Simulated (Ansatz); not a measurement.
A relaxation, step by step

SiNH$_{8}$OF, singlet, PBE0-D4/def2-TZVP (Ansatz 0.2.0). Settings:

```yaml
hamiltonian: {xc: pbe0, dispersion: d4}
relax: {f_tol: 0.005, max_steps: 200}
```

Start, a step off a saddle point along its unstable mode:

```tsv
atom	x (Å)	y (Å)	z (Å)
Si1	0.3645	0.9524	-0.8671
H2	-0.7324	0.7007	0.5999
H3	-0.6031	0.2839	-1.8003
H4	-0.3255	2.2588	-0.5471
O5	1.7605	1.6871	-1.5247
H6	-0.0300	-1.7786	0.8401
F7	1.1107	-0.2530	-0.2428
H8	-0.7804	0.0086	0.7501
N9	-0.8286	-1.4357	1.2606
H10	2.4722	1.0645	-1.5982
H11	-0.7687	-1.5739	2.2570
H12	-1.6392	-1.9149	0.8726
```

| step | energy less the last (meV) | largest force component (eV/Å) |
| --- | --- | --- |
| 1 | 1770.6 | 3.802 |
| 3 | 690.8 | 1.262 |
| 5 | 257.4 | 0.779 |
| 7 | 147.7 | 0.202 |
| 9 | 119.5 | 0.318 |
| 11 (rejected trial) | 126.8 | 1.155 |
| 13 | 98.0 | 0.411 |
| 15 | 87.9 | 0.073 |
| 17 | 77.7 | 0.197 |
| 19 | 63.1 | 0.146 |
| 21 | 44.9 | 0.789 |
| 23 | 13.0 | 0.169 |
| 25 (rejected trial) | 15.8 | 0.470 |
| 27 | 5.3 | 0.165 |
| 29 | 2.1 | 0.038 |
| 31 | 1.1 | 0.029 |
| 33 | 0.6 | 0.047 |
| 35 | 0.1 | 0.029 |
| 37 | 0.0 | 0.013 |
| 39 | 0.0 | 0.009 |
| 41 | 0.0 | 0.005 |

Step 3, positions (Å) and forces (eV/Å):

```
atom       x       y       z      Fx      Fy      Fz
 Si1   0.486   1.099  -0.962   1.008   0.223  -0.887
  H2  -0.991   0.903   0.576  -0.250  -1.010   0.498
  H3  -0.460   0.351  -1.824   0.023   0.019   0.029
  H4  -0.116   2.374  -0.505   0.132  -0.181   0.324
  O5   1.809   1.715  -1.780  -0.511  -0.394   0.211
  H6  -0.040  -1.914   0.919  -0.397   0.074   0.243
  F7   1.228  -0.047  -0.086  -0.272   0.343   0.233
  H8  -0.986   0.119   0.827  -0.107   1.262  -0.404
  N9  -0.923  -1.646   1.360   0.302  -0.318  -0.143
 H10   2.523   1.076  -1.860  -0.029   0.119  -0.119
 H11  -0.860  -1.813   2.355   0.037  -0.072  -0.015
 H12  -1.669  -2.215   0.981   0.064  -0.066   0.031
```

Last step (41):

| atom | x (Å) | y (Å) | z (Å) |
| --- | --- | --- | --- |
| Si1 | 0.9115 | 0.5220 | -0.6835 |
| H2 | -2.8293 | 1.1352 | 0.5607 |
| H3 | -0.2566 | -0.0169 | -1.4117 |
| H4 | 0.6525 | 1.2603 | 0.5615 |
| O5 | 1.6688 | 1.6292 | -1.6327 |
| H6 | 0.4106 | -1.8967 | 1.1486 |
| F7 | 1.9459 | -0.6818 | -0.4383 |
| H8 | -2.1822 | 0.7655 | 0.5074 |
| N9 | -0.3953 | -1.2844 | 1.1034 |
| H10 | 1.8597 | 1.3890 | -2.5402 |
| H11 | -0.6059 | -0.9859 | 2.0479 |
| H12 | -1.1796 | -1.8354 | 0.7769 |

The run took about 70 s on 4 CPU threads of an Arm Neoverse V2 (shared host).
